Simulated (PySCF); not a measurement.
C3H4ClF, SMILES F/C(Cl)=C\C.

Coordinates come from a B3LYP-D3(BJ)/def2-SVP optimisation.

Computed with TDDFT-ωB97X/def2-SVPD in PySCF.

Vertical excitations. Gas-phase values at a fixed geometry. State labels are in the subgroup Cs.

```tsv
state	symmetry	energy (eV)	λ (nm)	f	main pairs
S1	A"	6.69	185	0.000	HOMO→LUMO+2 49 %, HOMO→LUMO+1 25 %, HOMO→LUMO+6 8 %
S2	A'	7.13	174	0.460	HOMO→LUMO 97 %
S3	A"	7.26	171	0.001	HOMO→LUMO+1 58 %, HOMO→LUMO+2 29 %
S4	A'	8.51	146	0.008	HOMO−1→LUMO+2 69 %
S5	A"	8.52	146	0.000	HOMO→LUMO+3 81 %
S6	A"	8.61	144	0.000	HOMO−1→LUMO 96 %
S7	A"	8.88	140	0.001	HOMO→LUMO+4 71 %
S8	A"	9.23	134	0.000	HOMO→LUMO+8 26 %, HOMO−2→LUMO+2 21 %, HOMO→LUMO+12 13 %, HOMO→LUMO+7 9 %
S9	A'	9.40	132	0.019	HOMO→LUMO+5 92 %
S10	A"	9.45	131	0.013	HOMO−2→LUMO+2 40 %, HOMO→LUMO+8 17 %, HOMO→LUMO+6 11 %
T1	A'	4.28	290	0	HOMO→LUMO 91 %
T2	A"	6.20	200	0	HOMO→LUMO+2 57 %, HOMO→LUMO+1 13 %, HOMO→LUMO+6 11 %
T3	A"	7.14	174	0	HOMO→LUMO+1 67 %, HOMO→LUMO+2 15 %
T4	A'	7.65	162	0	HOMO−1→LUMO+2 64 %, HOMO−1→LUMO+6 11 %
```
Triplets are in the Tamm–Dancoff approximation, which puts them higher than full response would, so one can lie above its singlet here.
